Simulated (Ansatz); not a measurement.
Reaction (ligand exchange at the Si–S bond): `BS[SiH](C)Cl` + HBr → `C[SiH](Cl)Br` + `BS`

Computed with Ansatz on PBE0-D4/def2-TZVP structures; ΔE is electronic, products minus reactants. CCSD(T)/CBS is the MP2 limit (def2-TZVPP, def2-QZVPP) plus CCSD(T) − MP2 in def2-TZVPP, frozen cores. This one scheme is used for every species. DFT in def2-TZVPP. HSE06 is defined as in plane-wave codes. For Br outer-core shells are correlated without core-valence functions, which leaves a few kJ/mol of doubt a bond. Scalar relativity is left out up to krypton. One conformer a species, not always the lowest.

`BS[SiH](C)Cl`:

Cartesian coordinates in Å:
```
B 1.730 -0.845 -1.141
S 1.802 -0.274 0.536
Si -0.015 0.881 0.512
C -1.512 -0.207 0.471
Cl -0.029 1.989 2.244
H 2.600 -1.572 -1.509
H 0.846 -0.512 -1.875
H 0.034 1.827 -0.625
H -1.518 -0.808 -0.441
H -1.518 -0.879 1.332
H -2.420 0.401 0.495
```

HBr:

```xyz
2

Br    0.257    0.636   -0.185
H    -0.257   -0.636    0.185
```

`C[SiH](Cl)Br`:

```xyz
8

C    -0.564   -0.829    0.280
Si    0.406    0.702   -0.085
Cl    2.411    0.278   -0.055
Br   -0.139    1.474   -2.090
H    -1.633   -0.607    0.268
H    -0.357   -1.598   -0.466
H    -0.294   -1.215    1.266
H     0.171    1.794    0.881
```

`BS`:

Z-matrix (Å, degrees):
```
B
S 1 1.765
H 1 1.192 2 115.8
H 1 1.190 2 121.4 3 -180.0
H 2 1.344 1 99.2 3 180.0
```

| level | ΔE (kJ/mol) |
| --- | --- |
| LDA (SPW92) | -38.7 |
| PBE-D4 | -39.3 |
| ωB97M-V | -44.1 |
| HSE06 | -45.1 |
| CCSD(T)/def2-SVP | -42.9 |
| MP2/def2-TZVPP | -41.5 |
| SCS-MP2/def2-TZVPP | -43.6 |
| CCSD(T)/def2-TZVPP | -41.1 |

(1) What does CCSD(T)/CBS give? (An estimate is asked.)

(2) What do rigid-rotor, harmonic-oscillator terms from PBE0-D4/def2-TZVP frequencies (298.15 K, 1 bar) make of the CCSD(T)/CBS value? (Estimate.)

Largest T1 diagnostic among the species: 0.015.

Results:

(1) The calculation gave: -43.4 kJ/mol. The listed levels differ from it by 4.7, 4.1, -0.7, -1.7, 0.5, 1.9, -0.2, 2.3 kJ/mol.

(2) Ansatz gave: ΔZPE = +5.2 kJ/mol, ΔH = -40.7 kJ/mol, ΔS = 16 J/(mol·K), ΔG = -45.5 kJ/mol.

Leaving LDA and LC-ωPBE aside and taking each functional with its dispersion term where it has one, the values, not all of them listed here, spread over 10.0 kJ/mol, from B2PLYP to revPBE-D4. LDA lies +4.8 kJ/mol from PBE without D4. The D4 term adds +6.5 kJ/mol with B3LYP and +3.8 kJ/mol with PBE0; it sums over pairs of atoms, weighted by their polarisabilities, and B3LYP, whose exchange is more repulsive, gets the larger term.

B3LYP here is the variant with VWN-RPA as its local correlation; programs differ in this.
